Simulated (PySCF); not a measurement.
SMILES c1ccc(CCC=O)cc1, GFN2-xTB optimised geometry.

```
20

O      4.07    -0.03     0.56
C      3.33     0.00     1.50
C      1.83     0.01     1.43
C      1.30     0.00     0.00
C     -0.21     0.00     0.00
C     -0.91     1.20     0.00
C     -2.30     1.20     0.04
C     -2.99     0.00     0.08
C     -2.30    -1.20     0.09
C     -0.91    -1.19     0.05
H      3.72     0.01     2.53
H      1.48     0.90     1.97
H      1.46    -0.86     1.99
H      1.68     0.88    -0.52
H      1.68    -0.89    -0.51
H     -0.38     2.13    -0.04
H     -2.83     2.13     0.04
H     -4.07     0.00     0.11
H     -2.83    -2.13     0.12
H     -0.37    -2.13     0.04
```

Density from B3LYP/def2-SVP in PySCF at that geometry.

Minimum of the electron density along straight lines between bonded atoms, close to the bond critical point (lines longer than 1.1 times the sum of covalent radii, or with two minima, are not listed):

| bond | length / Å | ρ at the minimum / e bohr⁻³ | ∇²ρ there / e bohr⁻⁵ | position (fraction from the first atom) |
|---|---|---|---|---|
| O1–C2 | 1.198 | 0.418 | (withheld) | 0.67 |
| C2–C3 | 1.500 | 0.264 | -0.65 | 0.51 |
| C3–C4 | 1.532 | (withheld) | -0.54 | 0.51 |
| C4–C5 | 1.502 | 0.258 | (withheld) | 0.49 |
| C5–C6 | 1.389 | 0.312 | -0.80 | 0.50 |
| C6–C7 | 1.384 | 0.315 | -0.82 | 0.50 |
| C7–C8 | 1.384 | 0.314 | -0.82 | 0.50 |
| C8–C9 | 1.384 | 0.314 | -0.82 | 0.50 |
| C5–C10 | 1.389 | 0.312 | -0.80 | 0.50 |
| C9–C10 | 1.383 | 0.315 | -0.82 | 0.50 |
| C2–H11 | 1.110 | 0.275 | -1.02 | 0.63 |
| C3–H12 | 1.094 | 0.273 | -0.99 | 0.63 |
| C3–H13 | 1.094 | 0.273 | -0.99 | 0.63 |
| C4–H14 | 1.091 | 0.278 | -1.02 | 0.63 |
| C4–H15 | 1.091 | 0.278 | -1.02 | 0.63 |
| C6–H16 | 1.081 | 0.283 | -1.06 | 0.63 |
| C7–H17 | 1.080 | 0.284 | -1.08 | 0.63 |
| C8–H18 | 1.080 | 0.284 | -1.08 | 0.63 |
| C9–H19 | 1.080 | 0.284 | -1.08 | 0.63 |
| C10–H20 | 1.081 | 0.283 | -1.06 | 0.63 |

### Question
What belongs in the gaps?

### Answer

- O1–C2, ∇²ρ there / e bohr⁻⁵: 0.57
- C3–C4, ρ at the minimum / e bohr⁻³: 0.241
- C4–C5, ∇²ρ there / e bohr⁻⁵: -0.61
